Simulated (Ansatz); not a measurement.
`FCC#CC(F)(F)F` + H₂ → `CC#CC(F)(F)F` + H–F  (hydrogenolysis of a C–F bond)

Calculated with Ansatz (gas phase, PBE0-D4/def2-TZVP geometries, no zero-point term in ΔE). CCSD(T)/CBS is the MP2 limit (def2-TZVPP, def2-QZVPP) plus CCSD(T) − MP2 in def2-TZVPP, frozen cores. This one scheme is used for every species. Functionals use def2-TZVPP.

| level | ΔE (kcal/mol) |
| --- | --- |
| BHLYP-D4 | -30.5 |
| CCSD/def2-SVP | -29.1 |
| CCSD(T)/def2-TZVPP | -30.9 |
| MP2/def2-QZVPP | -33.2 |

Q: What does CCSD(T)/CBS give? (Best estimate.)

A: The calculation gave: -32.1 kcal/mol. The listed levels differ from it by 1.6, 3.0, 1.2, -1.1 kcal/mol.

Largest T1 diagnostic among the species: 0.012.

At CCSD(T), def2-SVP lies +3.6 kcal/mol from the extrapolated value and def2-TZVPP +1.1 kcal/mol. From r2SCAN to r2SCAN0 (25 % exact exchange), in def2-TZVPP and without D4, ΔE moves by −1.8 kcal/mol.

CCSD(T)/CBS has its own doubt, a few kJ/mol and more with outer-core shells, so smaller differences from it don't rank the levels.
